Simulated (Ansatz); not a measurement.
Reaction (ligand exchange at the Si–O bond): `N[SiH2]OCF` + `N[SiH](O)F` → `N[SiH2]O[SiH](N)F` + `OCF`

Computed with Ansatz on PBE0-D4/def2-TZVP structures; ΔE is electronic, products minus reactants. CBS: MP2 limit from def2 TZ/QZ plus the TZ coupled-cluster correction, frozen cores. This one scheme is used for every species. Functionals use def2-TZVPP. Each species was taken in one conformer, which may not be the lowest.

`N[SiH2]OCF`:

Z-matrix (Å, degrees):
```
Si
O 1 1.666
N 1 1.697 2 112.2
H 1 1.487 2 105.5 3 -120.0
H 1 1.480 2 109.6 3 118.5
C 2 1.366 1 124.0 3 150.7
H 3 1.006 1 122.2 2 -66.2
H 3 1.006 1 120.9 2 86.1
F 6 1.381 2 110.6 1 72.3
H 6 1.093 2 109.0 1 -170.0
H 6 1.098 2 112.1 1 -46.3
```

`N[SiH](O)F`:

```xyz
8

N    -0.958    0.698   -0.039
Si    0.269   -0.454   -0.269
O     1.587   -0.074    0.610
F    -0.393   -1.833    0.186
H    -1.926    0.445   -0.154
H    -0.803    1.676   -0.218
H     0.783   -0.657   -1.635
H     1.440    0.198    1.518
```

`N[SiH2]O[SiH](N)F`:

Z-matrix (Å, degrees):
```
Si
O 1 1.636
N 1 1.718 2 112.0
H 1 1.482 2 105.9 3 121.3
H 1 1.483 2 109.1 3 -118.1
Si 2 1.622 1 142.5 3 21.5
H 3 1.007 1 121.2 2 92.5
H 3 1.007 1 119.7 2 -120.8
N 6 1.693 2 108.5 1 6.4
F 6 1.599 2 106.7 1 -116.3
H 6 1.474 2 111.6 1 129.7
H 9 1.009 6 118.5 2 -30.6
H 9 1.006 6 122.7 2 177.9
```

`OCF`:

Z-matrix (Å, degrees):
```
C
F 1 1.381
O 1 1.370 2 111.1
H 1 1.091 2 107.8 3 -117.4
H 1 1.096 2 106.3 3 123.2
H 3 0.962 1 109.3 2 70.7
```

Q: Is it downhill or uphill in electronic energy at CCSD(T)/CBS, and by how much? (Estimate.)

A: The calculation gave: Downhill: ΔE = -24.2 kJ/mol.

Q: What do these levels give: PBE-D4, PBE0-D4, ωB97M-V, B2PLYP, PBE, r2SCAN, MP2/def2-TZVPP, CCSD(T)/def2-TZVPP, HF/def2-QZVPP, SCS-MP2/def2-QZVPP, MP2/CBS(def2), CCSD/CBS(def2)? (An estimate is asked.)

A: Computed: PBE-D4 -23.0, PBE0-D4 -25.1, ωB97M-V -23.5, B2PLYP -21.5, PBE -19.0, r2SCAN -21.7, MP2/def2-TZVPP -22.9, CCSD(T)/def2-TZVPP -23.6, HF/def2-QZVPP -24.8, SCS-MP2/def2-QZVPP -23.4, MP2/CBS(def2) -23.4, CCSD/CBS(def2) -24.3 kJ/mol.

Largest T1 diagnostic among the species: 0.011.

The D4 term adds −6.3 kJ/mol with B3LYP and −3.8 kJ/mol with PBE0; it sums over pairs of atoms, weighted by their polarisabilities, and B3LYP, whose exchange is more repulsive, gets the larger term.

B3LYP here is the variant with VWN-RPA as its local correlation; programs differ in this.
